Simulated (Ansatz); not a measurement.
Level of theory: frozen-core CCSD(T)/cc-pVTZ // r2SCAN-D4/def2-TZVP run with Ansatz (a quantum-chemistry and plane-wave program).

Ansatz 0.2 input:
```yaml
crystal:
  periodic: [false, false, false]
  atoms:
    - { symbol: Cl, position_ang: [1.809917, -0.355993, -0.000006] }
    - { symbol: Al, position_ang: [-0.000652, 0.715286, -0.000001] }
    - { symbol: Cl, position_ang: [-1.809266, -0.359291, 0.000007] }
basis:
  gaussian: { orbitals: cc-pVTZ }
correlation:
  method: ccsd_t
magnetization:
  spin_polarized: true
  initial_magnetization: 1
```

Output:

```
Functional definition: HF
623 factors; integrals over basis functions are off by at most 7.6e-4 eV
mean field evaluation 1: about -31593.3415 eV, gradient 1.2e1 eV
mean field evaluation 2: about -31593.4627 eV, gradient 1.2e1 eV
mean field evaluation 4: about -31594.8153 eV, gradient 1.7e0 eV
mean field evaluation 8: about -31594.9076 eV, gradient 2.6e-1 eV
mean field evaluation 16: about -31594.9094 eV, gradient 2.7e-6 eV
mean field evaluation 32: about -31591.4075 eV, gradient 1.7e-1 eV
mean field -31594.90937315 eV, -1161.0915036646 hartree, gradient 2.8e-6 eV, S^2 0.753342; 0 other end points of the search recorded, 0 dependent functions left out
15 core orbitals not correlated
reference -31594.90937315 eV, -1161.0915036646 hartree; 9, 8 occupied and 78, 79 virtual orbitals, 623 factors
second order -11.47367606 eV of doubles, -0.00000000 eV of singles
cycle   1  -12.11781372 eV  change   -6.4e-1 eV  update   6.4e-2
cycle   2  -12.35777296 eV  change   -2.4e-1 eV  update   2.0e-2
cycle   3  -12.40020173 eV  change   -4.2e-2 eV  update   1.1e-2
cycle   4  -12.39276981 eV  change    7.4e-3 eV  update   4.2e-3
cycle   5  -12.39212702 eV  change    6.4e-4 eV  update   1.5e-3
cycle   6  -12.39247050 eV  change   -3.4e-4 eV  update   5.4e-4
cycle   7  -12.39257455 eV  change   -1.0e-4 eV  update   2.0e-4
cycle   8  -12.39262477 eV  change   -5.0e-5 eV  update   7.4e-5
cycle   9  -12.39261082 eV  change    1.4e-5 eV  update   2.6e-5
cycle  10  -12.39260503 eV  change    5.8e-6 eV  update   9.6e-6
perturbative correction -0.52271376 eV, -0.0192093763 hartree
Total energy: -31607.82469194 eV, -1161.5661328757 hartree
```

Cost: around 19 core-seconds (rough).
